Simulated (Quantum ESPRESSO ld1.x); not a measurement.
The aim is neutral manganese in [Ar] 3d5 4s2. This ld1.x (Quantum ESPRESSO 7.5) run was made with `OMP_NUM_THREADS=1 ld1.x < ld1.in > ld1.out`. Can the result be used? Name any fault.

```
 &input
    zed=25.0,
    iswitch=1,
    rel=2,
    dft='PBESOL',
    config='[Ar] 3d5 4s2',
    verbosity='high',
    lsmall=.true.,
    xmin=-12.0,
    prefix='ld1',
    max_out_wfc=37,
    file_charge='ld1.rho',
 /
```

Output (excerpt):

```
     Program LD1 v.7.5 starts

     --------------------------- All-electron run ----------------------------

     dirac relativistic calculation

     atomic number is 25.00
     dft =PBESOL   lsd =0 sic =0 latt =0  beta=0.20 tr2=1.0E-14
     Exchange-correlation= PBESOL
                           (   1   4  10   8   0   0   0)
     mesh =2479 r(mesh) =  99.99540 a.u. xmin =-12.00 dx = 0.00800
     1 Ry =  13.60569312 eV, c = 137.03599908

     n l j   nl                  e(Ry)          e(Ha)          e(eV)
     Spin orbit split results
     1 0 0.5 1S 1( 2.00)    -471.951184935    -235.975592467  -6421.2229913
     2 0 0.5 2S 1( 2.00)     -54.595443884     -27.297721942   -742.8088554
     2 1 0.5 2P 1( 2.00)     -46.776765170     -23.388382585   -636.4303122
     2 1 1.5 2P 1( 4.00)     -46.011444060     -23.005722030   -626.0175880
     3 0 0.5 3S 1( 2.00)      -6.290106320      -3.145053160    -85.5812563
     3 1 0.5 3P 1( 2.00)      -4.063020616      -2.031510308    -55.2802117
     3 1 1.5 3P 1( 4.00)      -3.969520035      -1.984760017    -54.0080714
     3 2 1.5 3D 1( 4.00)      -0.502173047      -0.251086523     -6.8324124
     3 2 2.5 3D 1( 1.00)      -0.493506712      -0.246753356     -6.7145009
     4 0 0.5 4S 1( 2.00)      -0.376369000      -0.188184500     -5.1207611
     Averaged results
     1 0     1S 1( 2.00)    -471.951184935    -235.975592467  -6421.2229913
     2 0     2S 1( 2.00)     -54.595443884     -27.297721942   -742.8088554
     2 1     2P 1( 6.00)     -46.266551097     -23.133275548   -629.4884961
     3 0     3S 1( 2.00)      -6.290106320      -3.145053160    -85.5812563
     3 1     3P 1( 6.00)      -4.000686895      -2.000343448    -54.4321182
     3 2     3D 1( 5.00)      -0.496973246      -0.248486623     -6.7616655
     4 0     4S 1( 2.00)      -0.376369000      -0.188184500     -5.1207611

     final scf error:  3.3E-16 reached in  48 iterations

     Etot =   -2314.387395 Ry,   -1157.193697 Ha,  -31488.844658 eV

     Ekin =    2343.796119 Ry,    1171.898059 Ha,   31888.970734 eV
     Encl =   -5531.838605 Ry,   -2765.919303 Ha,  -75264.498467 eV
     Eh   =     975.257340 Ry,     487.628670 Ha,   13269.052082 eV
     Exc  =    -101.602248 Ry,     -50.801124 Ha,   -1382.369007 eV
```

Answer. Yes, it can be used (usable despite the warning). The line at issue: xmin=-12.0. The mesh starts very near the nucleus, where rounding noise provokes warnings (final residual 3e-16); the energy differs from the default mesh by less than 1e-5 hartree, which is rather the error of the default start. The sound input gives -1157.194 hartree.
